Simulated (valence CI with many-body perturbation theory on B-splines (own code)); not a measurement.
**Pr18+: fill in the table**

Method: valence CI with perturbative core correlation (CI+MBPT): five valence electrons over a frozen Dirac-Fock core [Kr], radial functions for each j: 7 s, 7 p, 8 d, 6 f, 4 g, 1 h, with the one-electron correlation potential Σ1 (screened to all orders), the two-electron term Σ2, the three-electron term Σ3, Breit, model QED; selected single and double excitations, second order for the rest, scaled by the run's own slope (own B-spline code, finite nucleus).

No measured spectrum was set against this ion. As an estimate, terms of the open shell hold to 2 to 4 % of their energy, and close levels can change places. Among the levels kept, up to 450 cm⁻¹ of a level comes from second order outside the variational space, and about a tenth of that is noise between levels of different J, which matters for small intervals. The list stops below the first excitations out of the core.

```csv
Level,E (cm⁻¹)
(4d3/2^3 4d5/2^2) J=5/2 [a],0.0
(4d3/2^4 4d5/2) J=5/2,35244
(4d3/2^3 4d5/2^2) J=7/2 [a],?
(4d3/2^3 4d5/2^2) J=3/2,54853
(4d3/2^3 4d5/2^2) J=11/2,56116
(4d3/2^3 4d5/2^2) J=5/2 [b],?
(4d3/2^3 4d5/2^2) J=9/2,60082
(4d3/2^3 4d5/2^2) J=1/2,65225
(4d3/2^2 4d5/2^3) J=7/2 [a],74567
(4d3/2^3 4d5/2^2) J=5/2 [c],78672
(4d3/2^3 4d5/2^2) J=7/2 [b],?
(4d3/2^2 4d5/2^3) J=11/2,86117
(4d3/2^2 4d5/2^3) J=1/2 [a],?
(4d3/2^2 4d5/2^3) J=3/2 [a],90614
(4d3/2^2 4d5/2^3) J=9/2 [a],92225
(4d3/2^2 4d5/2^3) J=3/2 [b],94956
(4d3/2^2 4d5/2^3) J=13/2,?
(4d3/2^2 4d5/2^3) J=5/2 [a],100040
(4d3/2^2 4d5/2^3) J=9/2 [b],?
(4d3/2^2 4d5/2^3) J=7/2 [b],114250
```

Levels are named by their leading jj configuration (3d3/2^4 stands for four electrons in 3d with j = 3/2), which in mixed levels can hold well under half, so a name can repeat and another be missing. Letters in brackets count levels of one name in rising energy.

Q: The levels stand in rising order. What does the calculation give for the missing energies?

A: (4d3/2^3 4d5/2^2) J=7/2 [a] 52565; (4d3/2^3 4d5/2^2) J=5/2 [b] 59685; (4d3/2^3 4d5/2^2) J=7/2 [b] 85964; (4d3/2^2 4d5/2^3) J=1/2 [a] 89087; (4d3/2^2 4d5/2^3) J=13/2 95525; (4d3/2^2 4d5/2^3) J=9/2 [b] 111370.
